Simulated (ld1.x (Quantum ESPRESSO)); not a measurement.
**Logarithmic derivatives: C, ultrasoft**

ld1.x (Quantum ESPRESSO) 7.5 input, shortened:

```
&input
   title='C', zed=6., rel=2, dft='PZ', iswitch=3,
   config='[He] 2s2 2p1.5', rel_dist='average'
 /
 &inputp
   pseudotype=3, tm=.true., lloc=-1, rcloc=3.05,
   nlcc=.true., new_core_ps=.true., rcore=0.70,
   which_augfun='PSQ', rmatch_augfun=0.85
 /
4
2S  1  0   2.00   0.00  0.90  1.25  0.0
2S  1  0   0.00   0.05  0.90  1.25  0.0
2P  2  1   1.50   0.00  2.85  3.25  0.0
2P  2  1   0.00   0.55  2.85  3.25  0.0
 &test
   configts(1)='2s2 2p1.5'
 /
```

Open shells are filled in proportion to 2j + 1 (rel_dist='average').

The phase is arctan(r·u′/u) with u = r·R(r), unwrapped; energies in Ry, scanned from -3 to 5 Ry. A pole is an energy at which the radial function vanishes at the test radius. The pseudo phase is shifted by a multiple of π to meet the all-electron one at the reference energy, and phase errors are pseudo minus all-electron; the curves can meet again beyond the range given. Levels narrower than the energy grid can be missing from the lists of poles.

Q: For each channel, where are the poles, and over which energies does the pseudopotential scatter like the atom?

A:

```json
{"channel": "s", "radius (bohr)": "3.54", "reference energy (Ry)": "-1.41", "poles, all-electron": "-1.36, 1.60", "poles, pseudo": "-1.36, 1.59", "unbroken range about the reference energy with phases within 0.05 rad": "below 3.0", "phase error 1 Ry above the reference energy (rad)": "-0.000"}
{"channel": "p1/2", "radius (bohr)": "3.54", "reference energy (Ry)": "-0.80", "poles, all-electron": "-0.72, 1.77", "poles, pseudo": "-0.71, 2.09", "unbroken range about the reference energy with phases within 0.05 rad": "below 2.0", "phase error 1 Ry above the reference energy (rad)": "+0.018"}
{"channel": "p3/2", "radius (bohr)": "3.54", "reference energy (Ry)": "-0.80", "poles, all-electron": "-0.71, 1.77", "poles, pseudo": "-0.71, 2.10", "unbroken range about the reference energy with phases within 0.05 rad": "below 2.0", "phase error 1 Ry above the reference energy (rad)": "+0.017"}
```

Phases in the p3/2 channel:

```json
{"E (Ry)": "-3.00", "all-electron": "1.396", "pseudo": "1.401"}
{"E (Ry)": "-2.76", "all-electron": "1.387", "pseudo": "1.393"}
{"E (Ry)": "-2.52", "all-electron": "1.377", "pseudo": "1.383"}
{"E (Ry)": "-2.28", "all-electron": "1.365", "pseudo": "1.371"}
{"E (Ry)": "-2.04", "all-electron": "1.349", "pseudo": "1.357"}
{"E (Ry)": "-1.80", "all-electron": "1.329", "pseudo": "1.337"}
{"E (Ry)": "-1.56", "all-electron": "1.300", "pseudo": "1.310"}
{"E (Ry)": "-1.32", "all-electron": "1.253", "pseudo": "1.265"}
{"E (Ry)": "-1.08", "all-electron": "1.140", "pseudo": "1.156"}
{"E (Ry)": "-0.84", "all-electron": "-0.521", "pseudo": "-0.509"}
{"E (Ry)": "-0.60", "all-electron": "-1.726", "pseudo": "-1.718"}
{"E (Ry)": "-0.36", "all-electron": "-1.869", "pseudo": "-1.856"}
{"E (Ry)": "-0.12", "all-electron": "-2.003", "pseudo": "-1.988"}
{"E (Ry)": "0.12", "all-electron": "-2.240", "pseudo": "-2.223"}
{"E (Ry)": "0.36", "all-electron": "-2.844", "pseudo": "-2.833"}
{"E (Ry)": "0.60", "all-electron": "-3.843", "pseudo": "-3.842"}
{"E (Ry)": "0.84", "all-electron": "-4.315", "pseudo": "-4.305"}
{"E (Ry)": "1.08", "all-electron": "-4.504", "pseudo": "-4.486"}
{"E (Ry)": "1.32", "all-electron": "-4.604", "pseudo": "-4.579"}
{"E (Ry)": "1.56", "all-electron": "-4.669", "pseudo": "-4.636"}
{"E (Ry)": "1.80", "all-electron": "-4.718", "pseudo": "-4.676"}
{"E (Ry)": "2.04", "all-electron": "-4.760", "pseudo": "-4.706"}
{"E (Ry)": "2.28", "all-electron": "-4.801", "pseudo": "-4.731"}
{"E (Ry)": "2.52", "all-electron": "-4.847", "pseudo": "-4.752"}
{"E (Ry)": "2.76", "all-electron": "-4.907", "pseudo": "-4.771"}
{"E (Ry)": "3.00", "all-electron": "-4.997", "pseudo": "-4.790"}
{"E (Ry)": "3.24", "all-electron": "-5.174", "pseudo": "-4.808"}
{"E (Ry)": "3.48", "all-electron": "-5.666", "pseudo": "-4.828"}
{"E (Ry)": "3.72", "all-electron": "-6.816", "pseudo": "-4.849"}
{"E (Ry)": "3.96", "all-electron": "-7.386", "pseudo": "-4.874"}
{"E (Ry)": "4.20", "all-electron": "-7.579", "pseudo": "-4.904"}
{"E (Ry)": "4.44", "all-electron": "-7.672", "pseudo": "-4.943"}
{"E (Ry)": "4.68", "all-electron": "-7.727", "pseudo": "-4.999"}
{"E (Ry)": "4.92", "all-electron": "-7.765", "pseudo": "-5.086"}
```
